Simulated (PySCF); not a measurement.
One of the candidates below gave these computed data.

All candidates are C6H11F3.

| technique | computed result |
| --- | --- |
| 13C NMR | chemical shifts (computed TMS as zero) by class: 137.9 (1 C), 47.5 (1 C), 29.3 (1 C), 23.7 (1 C), 17.8 (1 C), 8.3 (1 C) ppm [GIAO PBE0/pcSseg-1] |
| NMR, other nuclei | isotropic shieldings of nuclei other than C and H, by class: 261 (3 F) ppm [GIAO PBE0/pcSseg-1] |
| Rotational structure | rotational constants A, B, C: 2.386, 1.126, 1.081 GHz [GFN2-xTB] |
| Dipole | 2.42 D [PBE0/pcSseg-1] |
| 1H NMR | chemical shifts (computed TMS as zero) by class: 2.20 (1 H), 1.98 (1 H), 1.12 (3 H), 1.00 (3 H), 0.99 (3 H) ppm [GIAO PBE0/pcSseg-1] |

Electronic properties: PySCF, gas phase, density fitting. Levels stand in brackets. Geometry: GFN2-xTB, one conformer, isolated molecule. NMR classes are plain means over equivalent atoms (diastereotopic ones count apart unless rotation or inversion swaps them), as if these changed places fast.

Problem. Which candidate is it?
A. `C[C@@H](CF)C[C@@H](F)CF`
B. `C[C@@H](CF)C[C@H](F)CF`
C. `CC(C)[C@H](C)C(F)(F)F`

Solution. C. It is `CC(C)[C@H](C)C(F)(F)F`. Numbering: `[CH3:1][CH:2]([CH3:3])[C@H:4]([CH3:5])[C:6]([F:7])([F:8])[F:9]`. Its formula, C6H11F3, gives 0 degrees of unsaturation, so no ring and no π bond. 6 carbons fall into 6 classes; from least to most shielded: CF3 carbon [C6] (137.9 ppm), sp3 CH carbon [C4] (47.5 ppm), sp3 CH carbon [C2] (29.3 ppm), methyl carbon [C1] (23.7 ppm), methyl carbon [C3] (17.8 ppm), methyl carbon [C5] (8.3 ppm). Hydrogen classes from least to most shielded: 1 H on an sp3 CH carbon, C2 (2.20 ppm), 1 H on an sp3 CH carbon, C4 (1.98 ppm), 3 H on a methyl carbon, C5 (1.12 ppm), 3 H on a methyl carbon, C1 (1.00 ppm), 3 H on a methyl carbon, C3 (0.99 ppm, a mean of values up to 0.8 ppm apart in this geometry). The other shieldings belong to: 261 ppm, fluorine of a CF3 group [F7/F8/F9]. The optimised geometry has point group C1 and is an asymmetric top.

The others, at the same levels:
- `C[C@@H](CF)C[C@@H](F)CF` fails: its computed 13C shifts are 94.0 (1 C), 92.8 (1 C), 89.7 (1 C), 35.9 (1 C), 34.2 (1 C), 16.1 (1 C) ppm, 1H shifts are 5.33 (1 H), 4.79 (1 H), 4.75 (1 H), 4.61 (1 H), 4.61 (1 H), 2.44 (1 H), 1.78 (1 H), 1.51 (1 H), 1.18 (3 H) ppm and rotational constant A is 2.516 GHz (against 2.386 GHz).
- `C[C@@H](CF)C[C@H](F)CF` fails: its computed 13C shifts are 93.8 (1 C), 89.1 (1 C), 87.4 (1 C), 33.7 (1 C), 33.7 (1 C), 21.0 (1 C) ppm, 1H shifts are 5.30 (1 H), 5.02 (1 H), 4.75 (1 H), 4.61 (1 H), 4.58 (1 H), 2.41 (1 H), 1.84 (1 H), 1.44 (1 H), 1.22 (3 H) ppm and smallest rotational constant is 0.794 GHz (against 1.081 GHz).

Each candidate is one conformer, not necessarily the lowest. Dipoles, sizes and rotational constants follow the conformer. The torsions of the flexible species, by atom-mapped SMILES:
- `[CH3:1][CH:2]([CH3:3])[C@H:4]([CH3:5])[C:6]([F:7])([F:8])[F:9]`: C1–C2–C4–C5 -78°, C2–C4–C6–F7 -53°
- `[CH3:1][C@@H:2]([CH2:3][F:4])[CH2:5][C@@H:6]([F:7])[CH2:8][F:9]`: C1–C2–C3–F4 62°, C1–C2–C5–C6 63°, C2–C5–C6–F7 55°, C5–C6–C8–F9 -45°
- `[CH3:1][C@@H:2]([CH2:3][F:4])[CH2:5][C@H:6]([F:7])[CH2:8][F:9]`: C1–C2–C3–F4 73°, C1–C2–C5–C6 -178°, C2–C5–C6–F7 -51°, C5–C6–C8–F9 45°
